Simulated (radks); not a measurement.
Values are calculated unless marked as measured or tabulated.
Tm III, 67 electrons, occupied as [Xe] 4f12 6s1 (not the ground configuration).

Level of theory: Dirac Kohn-Sham, PBEsol, spin-unpolarised, spherical densities, point nucleus; open shells are shared between the two j in proportion to 2j + 1 (a radial shooting solver on a logarithmic mesh with Libxc functionals).

Energy parts (eV):
total: -369448.38
kinetic: 409156.97
electron-nucleus: -914418.17
Hartree: 143478.81
exchange-correlation: -7665.99

Orbitals (lengths in bohr, moments of r in powers of bohr):
| orbital | occ. | eigenvalue (eV) | <1/r> | <r> |
|---|---|---|---|---|
| 1s1/2 | 2 | -59220.02 | 79.10 | 0.02001 |
| 2s1/2 | 2 | -10006.01 | 19.06 | 0.08431 |
| 2p1/2 | 2 | -9538.479 | 19.03 | 0.07009 |
| 2p3/2 | 4 | -8558.860 | 16.42 | 0.07748 |
| 3s1/2 | 2 | -2267.989 | 6.977 | 0.2206 |
| 3p1/2 | 2 | -2062.339 | 6.893 | 0.2103 |
| 3p3/2 | 4 | -1855.534 | 6.225 | 0.2242 |
| 3d3/2 | 4 | -1504.675 | 6.113 | 0.1974 |
| 3d5/2 | 6 | -1459.473 | 5.950 | 0.2016 |
| 4s1/2 | 2 | -466.2985 | 2.923 | 0.4975 |
| 4p1/2 | 2 | -383.6187 | 2.814 | 0.5057 |
| 4p3/2 | 4 | -336.7429 | 2.582 | 0.5376 |
| 4d3/2 | 4 | -200.6952 | 2.362 | 0.5638 |
| 4d5/2 | 6 | -192.1458 | 2.305 | 0.5750 |
| 5s1/2 | 2 | -74.7030 | 1.105 | 1.210 |
| 5p1/2 | 2 | -51.7282 | 0.9785 | 1.350 |
| 5p3/2 | 4 | -45.5101 | 0.8986 | 1.452 |
| 4f5/2 | 5.14286 | -27.3623 | 1.762 | 0.7447 |
| 4f7/2 | 6.85714 | -26.0901 | 1.735 | 0.7585 |
| 6s1/2 | 1 | -17.1589 | 0.4066 | 3.123 |

The highest occupied level is 6s1/2 at -17.159 eV. Summed over all electrons, <r^2> = 44.03 bohr^2, which gives a Langevin (diamagnetic) susceptibility term of -34.9 x 10^-6 cm^3/mol.
